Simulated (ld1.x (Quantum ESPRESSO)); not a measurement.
# calcium, TM semilocal: configuration errors across variants

ld1.x (Quantum ESPRESSO) 7.5 input, shortened:

```
&input
   title='Ca', zed=20., rel=1, dft='PBESOL', iswitch=3,
   config='[Ar] 3d0 4s2 4p0'
 /
 &inputp
   pseudotype=1, tm=.true., lloc=1,
   nlcc=.false.
 /
3
3S  1  0   2.00   0.00  1.35  1.35  0.0
3D  3  2   0.00   0.00  2.10  2.10  0.0
3P  2  1   6.00   0.00  1.25  1.25  0.0
 &test
   configts(1)='3s2 3p6 3d0 4s2 4p0'
 /
```

Occupied shells without a wave of their own: 4s. They enter only through the test configuration that unscreens the potential.

All-electron excitation energies from the reference (eV): (1) 3s2 3p6 3d0 4s1 4p0 6.305; (2) 3s2 3p6 3d0 4s0 4p0 17.987; (3) 3s2 3p6 3d0 4s1.5 4p0 2.503; (4) 3s2 3p6 3d1 4s0 4p0 7.626; (5) 3s2 3p6 3d0 4s1 4p1 2.426; (6) 3s2 3p6 3d0 4s0 4p1 9.328; (7) 3s1 3p6 3d0 4s2 4p0 54.086.

A semilocal file is local in each channel, so a ghost entry of none says nothing of the separable form that plane-wave codes build from it.

For the base: The 4s level has no wave, so the channel is fitted at the deeper level alone: the likely source of the large errors.

On the changes marked as counting shells twice: ld1.x takes every shell without a wave as core, so the model core holds the marked electrons as well and exchange and correlation see them twice. This cancels in the reference configuration, but the file is broken for other ones, and its errors say nothing about a proper core correction.

2 further variants failed, have other tests or another functional or relativity, and are left out.

Errors AE − PS in meV (a dash: test not solved or not reliable):

```csv
change,(1),(2),(3),(4),(5),(6),(7),bound ghosts
base,-97,-272,-41,-130,-72,-204,+51,none
"all radii scaled by about 0.86 (s 1.16, p 1.08, d 1.80 bohr)",-40,-111,-17,-53,-27,-80,+29,none
wave 3s (bound): rc 1.35 bohr becomes 3s (bound): rc 1.40 bohr,-114,-320,-49,-156,-85,-241,+56,none
"core correction full core density, not smoothed (it rises at the typed radius of 1.46 bohr, so ld1.x skipped the fit) (4s counted twice)",-259,-1118,-77,-591,-100,-364,-35,none
wave 3d (bound): rc 2.10 bohr becomes 3d (bound): rc 2.56 bohr,-97,-272,-41,-104,-72,-204,+51,none
```

Problem. Give the same row for: wave 3p (bound): rc 1.25 bohr becomes 3p (bound): rc 1.18 bohr.

Solution. -97, -272, -41, -130, -72, -205, +50; bound ghosts: none.
